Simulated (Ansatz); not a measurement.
System: CH$_{5}$BN, charge 0, doublet. CH5BN (SMILES B[N]C, doublet).
B3LYP-D3(BJ)/def2-TZVP minimum from Ansatz (a program for electronic structure):
```
N
B 1 1.3326
C 1 1.3964 2 164.26
H 3 1.0946 1 112.10 2 -118.36
H 3 1.0946 4 109.24 1 124.87
H 3 1.1014 4 107.10 5 115.67
H 2 1.2003 1 121.36 3 -180.00
H 2 1.2072 7 119.74 1 -180.00
```
Charge 0, spin multiplicity 2.

Atomisation energy term by term, kcal/mol (programs: Ansatz). Radicals and triplets start from unrestricted determinants; spin-orbit coupling is neglected. Correlated methods leave the cores frozen. Rows without X2C or -DK are non-relativistic. CBS(X,Y): correlation extrapolated as X^-3, Hartree-Fock from the larger set. A bracket is a step between two methods taken in the basis named. '+ core + X2C': CCSD(T) terms for core correlation (cc-pwCVTZ) and scalar relativity (cc-pVTZ-DK). For partners of very few electrons the exact lower level stands in for a higher one.

```json
[
 {"term": "Hartree-Fock", "basis": "cc-pVQZ", "kcal/mol": "501.97"},
 {"term": "CCSD correlation", "basis": "CBS(cc-pVTZ,cc-pVQZ)", "kcal/mol": "159.45"},
 {"term": "(T)", "basis": "CBS(cc-pVTZ,cc-pVQZ)", "kcal/mol": "9.33"},
 {"term": "CCSDT(Q) - CCSD(T)", "basis": "cc-pVDZ", "kcal/mol": "0.77"},
 {"term": "core correlation", "basis": "cc-pwCVTZ", "kcal/mol": "3.14"},
 {"term": "scalar relativity", "basis": "X2C, cc-pVTZ-DK", "kcal/mol": "-0.49"},
 {"term": "sum: De", "basis": "", "kcal/mol": "674.2"}
]
```
